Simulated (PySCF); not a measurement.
# Cl¹³⁺ (chlorine, charge +13) across methods

[He] 2s2, closed-shell 1S. Calculation: PySCF 2.14, in an uncontracted even-tempered set (19 s from 2.1 bohr⁻², ratio 2.2; 9 p from 3.4 bohr⁻², ratio 2.4; 6 d from 10 bohr⁻², ratio 2.4; 5 f from 15 bohr⁻², ratio 2.4; 4 g from 23 bohr⁻², ratio 2.4); the spin-free X2C one-electron Hamiltonian (Gaussian nucleus).

| method | E (hartree) | mean ε 1s (eV) | mean ε 2s (eV) | Σ⟨r²⟩ (bohr²) | ⟨S²⟩ |
| --- | --- | --- | --- | --- | --- |
| UHF | -336.63411 | -3491.3 | -745.34 | 0.3702 | 0.000 |
| PBE0 | -336.6586 | -3408.8 | -729.01 | 0.3697 | 0.000 |
| r2SCAN0 | -336.6990 | -3417.8 | -729.92 | 0.3701 | 0.000 |
| r2SCAN | -336.6825 | -3393.2 | -724.44 | 0.3701 | 0.000 |
| BLYP | -336.7688 | -3382.6 | -723.28 | 0.3698 | 0.000 |
| PBE | -336.6315 | -3381.0 | -723.13 | 0.3696 | 0.000 |

Problem. Estimate the same row for LDA.

Solution. E (hartree) = -335.3588; mean ε 1s (eV) = -3369.9; mean ε 2s (eV) = -721.29; Σ⟨r²⟩ (bohr²) = 0.3707; ⟨S²⟩ = 0.000.
